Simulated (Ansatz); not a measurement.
A structure relaxed at PBE0-D4/def2-TZVP, charge 0, multiplicity 1:

```tsv
atom	x (Å)	y (Å)	z (Å)
C1	0.567	0.346	2.922
O2	0.709	-0.211	1.637
Si3	-0.182	0.299	0.352
C4	0.330	-0.699	-1.126
Si5	-0.568	-0.278	-2.713
H6	-0.450	0.209	3.310
H7	1.263	-0.158	3.594
H8	0.798	1.418	2.924
H9	0.054	1.753	0.116
H10	-1.635	0.116	0.636
H11	0.169	-1.759	-0.902
H12	1.405	-0.561	-1.283
H13	-2.032	-0.494	-2.556
H14	-0.086	-1.129	-3.833
H15	-0.342	1.147	-3.077
```

Q: Give its formula and SMILES.

A: C2H10OSi2, `CO[SiH2]C[SiH3]`.

Q: Point group (tolerance 0.08 Å, 0.16 Å for H)?

A: Cs.

Q: Summarise the bond lengths by kind.

A: 1 × C–O 1.408 Å; 5 × C–H 1.091 to 1.096 Å; 1 × O–Si 1.645 Å; 2 × C–Si 1.855 to 1.872 Å; 5 × H–Si 1.487 to 1.492 Å.

All numbers were calculated with Ansatz.
